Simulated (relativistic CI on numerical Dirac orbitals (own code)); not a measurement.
# Transition arrays of Sm19+

Method of calculation: Dirac-Coulomb-Breit CI, orbitals from a KLI potential per configuration, model QED, valence Slater integrals scaled by 0.9, whole transition arrays (own radial code, finite nucleus).

Configuration list (outside the closed core [Ar] 3d10 4s2): 4p⁶4d⁷, 4p⁶4d⁶4f, 4p⁵4d⁸, 4p⁶4d⁶5p, 4p⁶4d⁶5f. Levels of other configurations are missing.

All E1 lines from the levels of 4p⁶4d⁷; mean and standard deviation are weighted by gf, and upper levels are sorted by their leading configuration.

```tsv
Upper configuration	Lines	Σgf	Mean (eV)	Mean (nm)	σ (eV)	Strongest line (nm)
4p⁶4d⁶4f	2987	874.2	169.11	7.332	4.76	7.280
4p⁵4d⁸	304	34.0	163.09	7.602	21.92	7.125
4p⁶4d⁶5p	1718	83.4	220.38	5.626	3.83	5.634
4p⁶4d⁶5f	2825	91.3	325.32	3.811	3.89	3.758
```

Σgf per state of the lower configuration in bins of 0.1 nm over the central range (centre: value): 3.75: 0.32, 3.85: 0.42, 5.45: 0.04, 5.55: 0.18, 5.65: 0.34, 5.75: 0.09, 6.85: 0.07, 6.95: 0.09, 7.05: 0.20, 7.15: 0.82, 7.25: 1.58, 7.35: 3.45, 7.45: 0.99, 7.55: 0.11.

How do configuration mixing and the scaling of the Slater integrals move the arrays?

Slater scale 0.9, no configuration mixing: 4p⁶4d⁶4f 164.0 ± 6.4 eV (Σgf 667.7), 4p⁵4d⁸ 143.4 ± 14.1 eV (Σgf 169.3), 4p⁶4d⁶5p 220.6 ± 3.8 eV (Σgf 99.6), 4p⁶4d⁶5f 325.2 ± 3.9 eV (Σgf 105.9); Slater scale 1: 4p⁶4d⁶4f 172.3 ± 5.0 eV (Σgf 905.6), 4p⁵4d⁸ 163.5 ± 25.4 eV (Σgf 22.1), 4p⁶4d⁶5p 220.4 ± 4.1 eV (Σgf 80.8), 4p⁶4d⁶5f 325.4 ± 4.1 eV (Σgf 90.9); Slater scale 0.8: 4p⁶4d⁶4f 166.0 ± 4.5 eV (Σgf 854.1), 4p⁵4d⁸ 158.4 ± 21.7 eV (Σgf 34.8), 4p⁶4d⁶5p 220.3 ± 3.6 eV (Σgf 85.7), 4p⁶4d⁶5f 325.2 ± 3.7 eV (Σgf 91.7). With mixing, levels are counted to their leading configuration, so an array can shrink or vanish into another, and the sums then hold other lines.
